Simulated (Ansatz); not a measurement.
This geometry of a periodic cell of 31 atoms, Al30Ga (host Al, host structure fcc, dopant Ga, one Al atom removed) is a first-order saddle point.

The calculation used DFT PBE, scalar-relativistic, plane waves, PAW (Ansatz 0.2.0). Settings: PAW set soft_1, cutoff 420 eV, k mesh 3x3x3, gaussian smearing 0.05 eV, no spin polarisation.

```xyz
31
Lattice="8.1000 0.0000 0.0000 0.0000 8.1000 0.0000 0.0000 0.0000 8.1000" Properties=species:S:1:pos:R:3
Al 4.059 0.029 -0.025
Al 6.045 2.015 -0.024
Al 6.073 0.002 2.027
Al -0.010 -0.010 0.013
Al 1.969 1.968 0.132
Al 4.106 4.105 0.132
Al 6.084 6.083 0.012
Al 2.016 -0.068 2.028
Al 4.059 2.015 2.027
Al 6.142 4.058 2.027
Al 4.059 0.029 4.079
Al 6.045 2.015 4.078
Al 6.068 0.006 6.077
Al 0.030 4.059 -0.025
Al 2.016 6.044 -0.024
Al -0.067 2.016 2.027
Al 2.016 4.058 2.027
Al 4.059 6.142 2.027
Al -0.009 -0.010 4.041
Al 1.970 1.969 3.923
Al 4.107 4.106 3.921
Al 6.085 6.084 4.042
Al 2.046 0.029 6.077
Ga 3.037 3.036 6.078
Al 6.045 4.028 6.077
Al 0.003 6.072 2.027
Al 0.030 4.059 4.079
Al 2.016 6.044 4.078
Al 0.029 2.045 6.077
Al 4.029 6.044 6.077
Al 0.006 6.067 6.077
```

Task: Which two structures does it join? (They come from a converged band through this point; their orientation in space is the band's.)

Result: The atom that moves furthest is Ga24, by 2.70 Å.

Initial state:

```xyz
31
Lattice="8.1000 0.0000 0.0000 0.0000 8.1000 0.0000 0.0000 0.0000 8.1000" Properties=species:S:1:pos:R:3
Al 4.058 -0.002 0.009
Al 6.076 2.014 0.011
Al 6.078 -0.004 2.029
Al -0.006 -0.011 0.014
Al 2.015 2.030 0.004
Al 4.046 4.059 0.004
Al 6.085 6.082 0.014
Al 2.023 -0.013 2.031
Al 4.060 2.014 2.029
Al 6.087 4.051 2.029
Al 4.059 -0.002 4.049
Al 6.075 2.014 4.049
Al 6.073 0.002 6.079
Al 0.022 4.046 -0.011
Al 2.027 6.050 -0.010
Al -0.018 2.012 2.030
Al 2.024 4.049 2.029
Al 4.061 6.091 2.028
Al -0.007 -0.010 4.045
Al 2.014 2.030 4.055
Al 4.044 4.059 4.053
Al 6.084 6.082 4.043
Al 2.018 -0.013 6.079
Ga 3.984 2.089 6.079
Al 6.084 4.054 6.079
Al -0.003 6.075 2.028
Al 0.022 4.047 4.069
Al 2.025 6.050 4.069
Al 0.010 2.035 6.079
Al 4.039 6.063 6.079
Al 0.014 6.057 6.079
```

Final state:

Only the atoms that move by more than 0.05 Å are listed.
```
Ga24 2.075 4.000 6.075
```

Task: How far does it lie above each of them?

Result: 0.45 eV above the first and 0.45 eV above the second. This is the barrier of this one path; another mechanism may lie lower. Limits of this set-up: coarse k mesh.

Time of the run: 13 min on 4 threads of Intel(R) Xeon(R) Platinum 8259CL CPU @ 2.50GHz (Skylake/Cascade Lake), on a shared host, peak memory 4.4 GiB.
